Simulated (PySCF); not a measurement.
AlH2I, SMILES [AlH2][I]. Heavy atoms are numbered as in [AlH2:1][I:4]. Hydrogens are named by the atom that carries them.

Coordinates come from a PBE-D3(BJ)/def2-TZVP optimisation. The def2 effective core potentials stand for the cores of I; spin–orbit coupling is left out.

All values below come from M06-2X/def2-TZVPD (PySCF).

Mulliken values depend strongly on the basis, most of all with diffuse functions as here. ESP charges are fitted to the potential on shells at 1.4 to 2.0 van der Waals radii. Atomic charges (e), one atom of each kind:

| atom | Mulliken | ESP fit |
|---|---|---|
| Al1 (AlH2) | 0.37 | 0.65 |
| H on Al1 | -0.08 | -0.20 |
| I4 | -0.21 | -0.25 |
